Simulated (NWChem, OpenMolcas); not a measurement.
## A ladder of methods for C2H5InO (SMILES C[C](=O)[InH2])

The species is C2H5InO (9 atoms), meant as a singlet with charge 0. As SMILES, `C[C](=O)[InH2]`. Geometry: relaxed at PBE0-D4/def2-TZVP.

```xyz
9

C     0.3444    1.1880   -0.8391
C     0.6070   -0.0871   -0.0962
O     1.7058   -0.5903   -0.0516
In   -0.8478   -1.3048    1.0388
H     1.2553    1.5655   -1.3098
H    -0.4272    1.0111   -1.5951
H    -0.0587    1.9316   -0.1443
H    -1.5998   -2.6447    0.2546
H    -0.9789   -1.0694    2.7426
```

Quantity: the HOMO–LUMO gap, in eV. The values are calculated.

| level | kind | program | value (eV) | CPU time |
| --- | --- | --- | --- | --- |
| HF/def2-SVP (core potential) | Hartree–Fock | NWChem | 10.02 | 20 s |
| SVWN5/def2-SVP (core potential) | LDA | NWChem | 2.49 | 15 s |
| M06-L/def2-SVP (core potential) | meta-GGA | OpenMolcas | 3.08 | 45 s |
| TPSS/def2-SVP (core potential) | meta-GGA | OpenMolcas | 2.81 | 47 s |
| r2SCAN/def2-SVP (core potential) | meta-GGA | OpenMolcas | 3.05 | 45 s |
| B3LYP/def2-SVP (core potential) | global hybrid | NWChem | 4.01 | 21 s |
| PBE0/def2-SVP (core potential) | global hybrid | OpenMolcas | 4.48 | 30 s |
| B2PLYP/def2-SVP (core potential) | double hybrid | OpenMolcas | 6.46 | 24 s |

The values span 2.49 to 10.02 eV. Orbital gaps aren't excitation energies, and those of double hybrids come from the SCF part alone; they tend to grow with the share of exact exchange. CPU times are rough (shared hosts, several kinds of processor and program).
